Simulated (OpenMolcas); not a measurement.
Br2+: effect of the IPEA shift

```yaml
Program: OpenMolcas
Basis: ANO-RCC-VTZP [6s5p3d1f]
Scalar_Hamiltonian: DKH2, point nucleus
Active_space: 3 electrons in 3 orbitals (4p)
State_averaging: 2S+1 = 4 odd, 1 root; 2S+1 = 2 odd, 8 roots
Spin-orbit_coupling: RASSI with atomic mean-field integrals over the reference wave functions, term energies averaged over their components
```

Methods on the same reference wave functions:
A. CASSCF
B. SS-CASPT2, IPEA 0 Eh, imaginary shift 0.1 Eh (closed shells correlated: 3d 4s)
C. SS-CASPT2, IPEA 0.25 Eh, imaginary shift 0.1 Eh (closed shells correlated: 3d 4s)

Energies in cm-1 above 4s2 4p3 4S* 3/2, the measured ground level; measured values from Moore, Atomic Energy Levels, vol. II, NSRDS-NBS 35 (1971 reprint of NBS Circular 467, 1952).

| Level | A | B | C | Measured |
| --- | --- | --- | --- | --- |
| 4s2 4p3 4S* 3/2 | 0.0 | 0.0 | 0.0 | 0.0 |
| 4s2 4p3 2D* 3/2 | 19822 | 16730 | 16570 |  |
| 4s2 4p3 2D* 5/2 | 20572 | 17560 | 17390 |  |
| 4s2 4p3 2P* 1/2 | 34004 | 29500 | 29260 | 26915 |
| 4s2 4p3 2P* 3/2 | 35020 | 30640 | 30400 | 28579 |

Deviations, from unrounded energies. A percentage is the sum of absolute deviations over the sum of measured energies, with the sign that they share, or ± where signs differ.

| Against measurement | Levels | A | B | C |
| --- | --- | --- | --- | --- |
| mean absolute deviation (cm-1) | 2 | 6800 | 2300 | 2100 |
| other terms of the ground configuration (%) | 2 | +24.4 | +8.4 | +7.5 |

C lies closest to measurement on these levels and A furthest from it. The largest miss of C in the table is 4s2 4p3 2P* 1/2, by +2300 cm-1. The ranking rests on the paired levels alone, and a cruder setting can come out closer through cancelling errors.

Between B and C the level of the table that moves most is 4s2 4p3 2P* 1/2, by 240 cm-1 (lowest in C, highest in B). Moves below CASPT2's spread within the term are not significant.

From A to B the spin-free energies of the other terms of 4s2 4p3 shown, above 4S*, scale by factors of 0.85 to 0.87.

The lowest spin-free term lies below A's lowest term by 0.136 hartree in B, 0.127 hartree in C.

CASPT2 does not keep the components of a term degenerate, so their means are used; among the terms shown or strongly mixed into the levels shown the widest spread is 150 cm-1 (4s2 4p3 2D*, C). With the s shell closed, the reference lacks s² → p² mixing. Computed and measured levels are paired by configuration, term and J; levels that our copy of the source lacks, or whose pairing is in doubt (as where it misses far off the trend of its configuration), stay unpaired and out of the deviations. Levels of configurations outside the active space are missing.

* marks odd parity.
